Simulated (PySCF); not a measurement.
Molecule: `InChI=1S/C8H14/c1-2-8-6-4-3-5-7-8/h2,8H,1,3-7H2`.

Structure with atom numbers: `[CH2:1]=[CH:2][CH:3]1[CH2:4][CH2:5][CH2:6][CH2:7][CH2:8]1`. Each H is labelled by its parent atom. Ha(C4), Ha(C5), Ha(C6), Ha(C7), Ha(C8) are cis to C2 on the ring; Ha(C1) is cis to C3; Hb(C4), Hb(C5), Hb(C6), Hb(C7), Hb(C8) are trans to C2 on the ring; Hb(C1) is trans to C3.

Geometry PBE0-D3(BJ)/def2-SVP throughout; GIAO in PySCF 2.14.0 with density-fitted response routines, gas phase, one conformer, non-relativistic; equivalent atoms averaged; basis pcSseg-1.

(1) How do the absolute shieldings σ depend on the functional? (a selection of nuclei; ppm; last column core-seconds on shared hosts with different chips, so compare them loosely)

(2) Which nucleus among those listed moves most, in ppm?

Results:

(1) 
| functional | kind | C1 | C3 | C4/C8 | H(C2) | Ha(C1) | Ha(C5)/Ha(C7) | H(C3) | Hb(C6) | Ha(C4)/Ha(C8) | core-s |
| --- | --- | --- | --- | --- | --- | --- | --- | --- | --- | --- | --- |
| LDA | LDA | 56.8 | 127.7 | 142.7 | 24.89 | 25.43 | 29.04 | 29.12 | 29.18 | 29.83 | 35 |
| OPBE | GGA | 71.9 | 139.1 | 150.7 | 25.43 | 25.96 | 29.56 | 29.50 | 29.68 | 30.20 | 53 |
| KT3 | GGA | 73.9 | 134.1 | 145.7 | 25.75 | 26.28 | 29.60 | 29.67 | 29.74 | 30.28 | 43 |
| B3LYP | global hybrid | 60.2 | 129.9 | 141.9 | 25.66 | 26.20 | 29.73 | 29.81 | 29.83 | 30.42 | 31 |
| PBE0 | global hybrid | 64.3 | 137.3 | 149.0 | 25.47 | 25.96 | 29.64 | 29.67 | 29.74 | 30.33 | 43 |
| mPW1PW91 | global hybrid | 63.5 | 136.8 | 148.3 | 25.54 | 26.03 | 29.71 | 29.73 | 29.81 | 30.38 | 55 |
| B97-2 | global hybrid | 66.8 | 137.1 | 148.4 | 25.64 | 26.14 | 29.75 | 29.77 | 29.85 | 30.41 | 29 |
| wB97X-D | range-separated hybrid | 63.5 | 138.6 | 149.6 | 25.59 | 26.06 | 29.81 | 29.84 | 29.90 | 30.46 | 39 |

(2) C1 (terminal =CH2 carbon): from 56.8 ppm with LDA to 73.9 ppm with KT3. The smallest spread is 0.64 ppm, at Ha(C4)/Ha(C8). Proton shifts span only some 12 ppm, so a few tenths of a ppm matter as much there as several ppm in carbon.
